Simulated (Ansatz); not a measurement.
`FC(F)CC(F)(F)C(F)(F)F`, charge 0, multiplicity 1.

Give a relaxed structure at PBE0-D4/def2-TZVP (Ansatz). (Best estimate.)

Computed: 
Z-matrix (Å, degrees):
```
C
F 1 1.356
C 1 1.513 2 108.4
F 1 1.354 2 107.1 3 119.3
H 1 1.094 2 108.2 3 -124.1
C 3 1.511 1 116.2 2 -158.6
H 3 1.091 1 109.0 2 76.9
H 3 1.092 1 108.0 2 -40.7
C 6 1.546 3 116.9 1 -62.9
F 6 1.353 3 110.2 1 59.1
F 6 1.350 3 108.3 1 176.7
F 9 1.326 6 110.3 3 -171.2
F 9 1.330 6 110.1 3 -51.2
F 9 1.329 6 110.5 3 69.0
```
This is one stationary point; other conformers may exist.
